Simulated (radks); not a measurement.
Valence configurations of Zn2+ (all share [Ar]). Method: Dirac Kohn-Sham, PBE, spin-unpolarised, spherical densities, point nucleus; open shells fill j = l - 1/2 first; computed with a radial shooting solver on a logarithmic mesh with Libxc functionals. Energies are relative to 3d10; eigenvalues in eV.

valence          E (eV)  e(3d3/2)  e(3d5/2)  e(4p1/2)  e(4s1/2)
3d10              0.000   -31.072   -30.709         -         -
3d9.5 4s0.5       4.392   -34.491   -34.114         -   -24.182
3d9.5 4p0.5       8.145   -35.256   -34.878   -17.114         -
3d9 4s1           9.969   -38.152   -37.762         -   -25.352
3d9 4p1          17.805   -39.646   -39.254   -18.346         -
3d8 4s2          25.089   -46.130   -45.711         -   -27.746
3d8 4s0.5 4p1.5  37.798   -48.267   -47.846   -20.411   -28.962
3d8 4p2          42.086   -48.956   -48.534   -20.747         -

NIST lists [Ar] 3d10 as the ground configuration; this level of theory agrees among the configurations tried. The energies are those of spherical spin-averaged densities, not of single terms.
